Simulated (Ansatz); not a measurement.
The same redistribution along the group B, Al, Ga, In.

Computed with Ansatz on PBE0-D4/def2-TZVP structures; ΔE is electronic, products minus reactants. CCSD(T)/CBS adds triple-zeta CCSD(T) − MP2 to the extrapolated MP2 energy (def2 sets, frozen cores). Elements past krypton have def2 core potentials. For Br, In, Mg outer-core shells are correlated without core-valence functions, which leaves a few kJ/mol of doubt a bond. Scalar relativity is left out up to krypton. One conformer a species, not always the lowest.

(1) Order these by ΔE at CCSD(T)/CBS, lowest first. (Best estimate.)
A. `ClB(Br)Br` + `[NH2][Mg][O][SiH3]` → `NB(Br)Br` + `[SiH3][O][Mg][Cl]`
B. `[Cl][Al]([Br])[Br]` + `[NH2][Mg][O][SiH3]` → `[NH2][Al]([Br])[Br]` + `[SiH3][O][Mg][Cl]`
C. `[Cl][In]([Br])[Br]` + `[NH2][Mg][O][SiH3]` → `[NH2][In]([Br])[Br]` + `[SiH3][O][Mg][Cl]`

Largest T1 diagnostic: 0.011, for `[NH2][In]([Br])[Br]`.

Answers

(1) A (-194.0 kJ/mol), B (-82.1 kJ/mol), C (-48.9 kJ/mol).
